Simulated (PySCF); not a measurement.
C7H14Si, SMILES C#CCC[Si](C)(C)C, GFN2-xTB optimised geometry.

```
22

C      2.90    -0.46     0.00
C      1.70    -0.46     0.00
C      0.25    -0.46     0.05
C     -0.25    -0.39     1.50
Si    -2.16    -0.38     1.64
C     -2.87    -1.98     0.88
C     -2.63    -0.29     3.49
C     -2.87     1.13     0.72
H      3.94    -0.46    -0.02
H     -0.12    -1.37    -0.43
H     -0.12     0.40    -0.51
H      0.17    -1.23     2.05
H      0.16     0.51     1.97
H     -3.94    -2.05     1.04
H     -2.70    -2.03    -0.19
H     -2.41    -2.87     1.32
H     -2.24    -1.13     4.04
H     -2.24     0.62     3.95
H     -3.71    -0.28     3.62
H     -2.70     1.06    -0.35
H     -3.94     1.21     0.87
H     -2.42     2.05     1.06
```

Density from PySCF with PBE0/def2-SVP at that geometry.

Minimum of the electron density along straight lines between bonded atoms, close to the bond critical point (lines longer than 1.1 times the sum of covalent radii, or with two minima, are not listed):

```json
[
 {"bond": "C1–C2", "length / Å": "1.197", "ρ at the minimum / e bohr⁻³": "0.399", "∇²ρ there / e bohr⁻⁵": "-1.04", "position (fraction from the first atom)": "0.47"},
 {"bond": "C2–C3", "length / Å": "1.448", "ρ at the minimum / e bohr⁻³": "0.271", "∇²ρ there / e bohr⁻⁵": "-0.67", "position (fraction from the first atom)": "0.53"},
 {"bond": "C3–C4", "length / Å": "1.532", "ρ at the minimum / e bohr⁻³": "0.236", "∇²ρ there / e bohr⁻⁵": "-0.51", "position (fraction from the first atom)": "0.51"},
 {"bond": "C4–Si5", "length / Å": "1.916", "ρ at the minimum / e bohr⁻³": "0.109", "∇²ρ there / e bohr⁻⁵": "0.31", "position (fraction from the first atom)": "0.62"},
 {"bond": "Si5–C6", "length / Å": "1.910", "ρ at the minimum / e bohr⁻³": "0.109", "∇²ρ there / e bohr⁻⁵": "0.31", "position (fraction from the first atom)": "0.38"},
 {"bond": "Si5–C7", "length / Å": "1.907", "ρ at the minimum / e bohr⁻³": "0.110", "∇²ρ there / e bohr⁻⁵": "0.32", "position (fraction from the first atom)": "0.38"},
 {"bond": "Si5–C8", "length / Å": "1.910", "ρ at the minimum / e bohr⁻³": "0.109", "∇²ρ there / e bohr⁻⁵": "0.31", "position (fraction from the first atom)": "0.38"},
 {"bond": "C1–H9", "length / Å": "1.049", "ρ at the minimum / e bohr⁻³": "0.293", "∇²ρ there / e bohr⁻⁵": "-1.21", "position (fraction from the first atom)": "0.65"},
 {"bond": "C3–H10", "length / Å": "1.093", "ρ at the minimum / e bohr⁻³": "0.275", "∇²ρ there / e bohr⁻⁵": "-1.01", "position (fraction from the first atom)": "0.63"},
 {"bond": "C3–H11", "length / Å": "1.093", "ρ at the minimum / e bohr⁻³": "0.275", "∇²ρ there / e bohr⁻⁵": "-1.01", "position (fraction from the first atom)": "0.63"},
 {"bond": "C4–H12", "length / Å": "1.092", "ρ at the minimum / e bohr⁻³": "0.272", "∇²ρ there / e bohr⁻⁵": "-0.96", "position (fraction from the first atom)": "0.62"},
 {"bond": "C4–H13", "length / Å": "1.092", "ρ at the minimum / e bohr⁻³": "0.272", "∇²ρ there / e bohr⁻⁵": "-0.96", "position (fraction from the first atom)": "0.62"},
 {"bond": "C6–H14", "length / Å": "1.086", "ρ at the minimum / e bohr⁻³": "0.271", "∇²ρ there / e bohr⁻⁵": "-0.96", "position (fraction from the first atom)": "0.62"},
 {"bond": "C6–H15", "length / Å": "1.086", "ρ at the minimum / e bohr⁻³": "0.271", "∇²ρ there / e bohr⁻⁵": "-0.96", "position (fraction from the first atom)": "0.62"},
 {"bond": "C6–H16", "length / Å": "1.086", "ρ at the minimum / e bohr⁻³": "0.271", "∇²ρ there / e bohr⁻⁵": "-0.96", "position (fraction from the first atom)": "0.62"},
 {"bond": "C7–H17", "length / Å": "1.086", "ρ at the minimum / e bohr⁻³": "0.271", "∇²ρ there / e bohr⁻⁵": "-0.97", "position (fraction from the first atom)": "0.62"},
 {"bond": "C7–H18", "length / Å": "1.086", "ρ at the minimum / e bohr⁻³": "0.271", "∇²ρ there / e bohr⁻⁵": "-0.97", "position (fraction from the first atom)": "0.62"},
 {"bond": "C7–H19", "length / Å": "1.085", "ρ at the minimum / e bohr⁻³": "0.271", "∇²ρ there / e bohr⁻⁵": "-0.96", "position (fraction from the first atom)": "0.62"},
 {"bond": "C8–H20", "length / Å": "1.086", "ρ at the minimum / e bohr⁻³": "0.271", "∇²ρ there / e bohr⁻⁵": "-0.96", "position (fraction from the first atom)": "0.62"},
 {"bond": "C8–H21", "length / Å": "1.086", "ρ at the minimum / e bohr⁻³": "0.271", "∇²ρ there / e bohr⁻⁵": "-0.96", "position (fraction from the first atom)": "0.62"},
 {"bond": "C8–H22", "length / Å": "1.086", "ρ at the minimum / e bohr⁻³": "0.271", "∇²ρ there / e bohr⁻⁵": "-0.96", "position (fraction from the first atom)": "0.62"}
]
```
